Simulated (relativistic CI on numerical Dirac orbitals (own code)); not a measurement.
Computed by Dirac-Coulomb-Breit CI, orbitals from a KLI potential per configuration, model QED, unscaled Slater integrals (own radial code, finite nucleus).

The strongest absorption lines from the ground level of an ion, among the configurations computed and to levels below about 2370 eV (vacuum wavelength in Å, gf): 5.3329 (0.82), 5.3497 (0.97), 5.3559 (4.4), 5.3614 (2.6), 5.3826 (1.6), 5.6124 (0.48), 5.6821 (0.86), 26.194 (0.75).

Task: Which ion is it?
A. Er XLII
B. Os L
C. Hf XLVI
D. Hg LIV

Result: B. Os L has 27 electrons and the ground level 3s2 3p6 3d9 2D_5/2; the strongest line goes to 3s2 3p6 3d8 4f 2F°_7/2. The pattern of lines fixes the number of electrons, and along that sequence the line energies rise steadily with the charge (about as its square where n changes within one kind of shell, about linearly where n is kept but much faster in heavy ions where fine structure, which grows about as Z⁴, sets the gap, and irregularly where shells cross), which fixes Z. Configurations outside the model, such as inner-shell arrays, can give stronger lines. At this charge energies of transitions that change n are usually good to better than 1 %, and those within a shell (Δn = 0) to a few per cent.

LS names give the leading component of a level, which can be under half, so a name can repeat, a term be missing and a line seem to break the LS rules.
